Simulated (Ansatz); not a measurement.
Basis-set extrapolation for CH$_{5}$AlO$_{3}$ (PBE0-D4/def2-TZVP geometry, frozen core, Ansatz 0.2.0). Multiplicity 1, RHF reference.

|  | def2-TZVPP | def2-QZVPP |
| --- | --- | --- |
| HF | -507.472570 | -507.492365 |
| MP2 correlation | -0.966053 | -1.041675 |
| CCSD(T) correlation | -1.025857 | not run |

Energies in hartree. Use E(X) = E(∞) + A·exp(−7.88·√X) for Hartree–Fock and E(X) = E(∞) + B·X^(−2.97) for correlation, with X = 3 and 4, and add CCSD(T) minus MP2 of the smaller set to the MP2 limit.

Question: What is the CCSD(T) energy at the basis-set limit?

Answer: HF limit: -507.492365 + (-0.019795) × 0.13774 = -507.49509. MP2 limit: -1.041675 + (-0.075622) × 0.74074 = -1.09769. Higher-order term: -1.025857 − (-0.966053) = -0.05980. Total: -508.65258 hartree, 4.19 eV below CCSD(T)/def2-TZVPP.
